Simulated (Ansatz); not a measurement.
Mulliken charges of CH₂BFN₂ (`FB1N=CN1`) from PBE/def2-TZVPP in Ansatz (PBE0-D4/def2-TZVP geometry).

| atom | x (Å) | y (Å) | z (Å) | charge (e) |
| --- | --- | --- | --- | --- |
| F1 | 0.939 | -1.816 | -0.882 | -0.190 |
| B2 | 0.235 | -0.916 | -0.255 | 0.351 |
| N3 | -0.103 | -0.696 | 1.167 | -0.280 |
| C4 | -0.321 | 0.486 | 0.697 | 0.119 |
| N5 | -0.324 | 0.376 | -0.713 | -0.275 |
| H6 | -0.471 | 1.421 | 1.243 | 0.120 |
| H7 | 0.107 | 1.076 | -1.302 | 0.156 |

Question: By hand: the dipole of these point charges (1 e Å = 4.8032 D).

Answer: Σ q r = (-0.056, 0.511, -0.024) e Å, of length 0.515 e Å = 2.47 D.

Question: How does the dipole of the full density compare? (Estimate.)

Answer: Computed: (0.061, 0.586, -0.294) e Å, 3.16 D; the point charges give 0.78 times that, at 27° from its direction.

Point charges leave out the atoms' own dipoles, such as those of lone pairs, and Mulliken's split depends on the basis, so the two needn't agree.
